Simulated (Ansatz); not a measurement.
One change: `C[Si](F)(F)[O][AlH2]` becomes `C[Si](F)(F)[GeH3]`.

Ansatz, PBE0-D4/def2-TZVP geometries, multiplicity 1. Each molecule was computed in one conformer, which needn't be the lowest.

Scalar relativity is left out up to krypton.

| property | `C[Si](F)(F)[O][AlH2]` |
| --- | --- |
| HOMO–LUMO gap (B3LYP/def2-TZVPP) / eV | 6.84 |
| HOMO energy (PBE/def2-TZVPP) / eV | -7.26 |
| LUMO energy (PBE/def2-TZVPP) / eV | -2.11 |
| LUMO energy (ωB97M-V/def2-TZVPP) / eV | 0.25 |
| size of the dipole moment (PBE/def2-TZVPP) / D | 2.08 |
| HOMO–LUMO gap (PBE/def2-TZVPP) / eV | 5.14 |

Task: What does the change do to each property? (Best estimate.)

Result: The calculation gave: 
```json
{"property": "HOMO–LUMO gap (B3LYP/def2-TZVPP) / eV", "`C[Si](F)(F)[GeH3]`": "8.02", "shift": "1.18"}
{"property": "HOMO energy (PBE/def2-TZVPP) / eV", "`C[Si](F)(F)[GeH3]`": "-7.00", "shift": "0.26"}
{"property": "LUMO energy (PBE/def2-TZVPP) / eV", "`C[Si](F)(F)[GeH3]`": "-0.66", "shift": "1.45"}
{"property": "LUMO energy (ωB97M-V/def2-TZVPP) / eV", "`C[Si](F)(F)[GeH3]`": "1.95", "shift": "1.70"}
{"property": "size of the dipole moment (PBE/def2-TZVPP) / D", "`C[Si](F)(F)[GeH3]`": "1.91", "shift": "-0.17"}
{"property": "HOMO–LUMO gap (PBE/def2-TZVPP) / eV", "`C[Si](F)(F)[GeH3]`": "6.35", "shift": "1.21"}
```

With PBE0 the HOMO rises by 0.37 eV and the LUMO rises by 1.53 eV, so the gap widens by about 1.16 eV. PBE moves the HOMO by 0.26 eV and ωB97M-V by 0.53 eV. Dipoles are sizes alone; their direction can turn.

B3LYP here is the variant with VWN-RPA as its local correlation; programs differ in this.
